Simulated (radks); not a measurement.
Values are calculated unless marked as measured or tabulated.
Question: Ionisation ladder of neon, from Ne to Ne2+. Each ion is in the ground configuration listed by NIST, and IE = E(next ion) - E(this ion). Code: a radial shooting solver on a logarithmic mesh with Libxc functionals. Model: non-relativistic Kohn-Sham, SCAN, spin-polarised, spherical densities, point nucleus; open shells are filled with parallel spins first; meta-GGA in the generalised Kohn-Sham scheme.

| species | configuration | IE, Delta-SCF (eV) | <r> HOMO (bohr) |
|---|---|---|---|
| Ne | [Ne] | 22.508 | 0.973 |
| Ne+ | [He] 2s2 2p5 | ? | 0.893 |
| Ne2+ | [He] 2s2 2p4 | 62.334 | 0.832 |

Estimate the withheld Delta-SCF values.

Answer: Ne+: 41.417 eV (NIST 40.963).
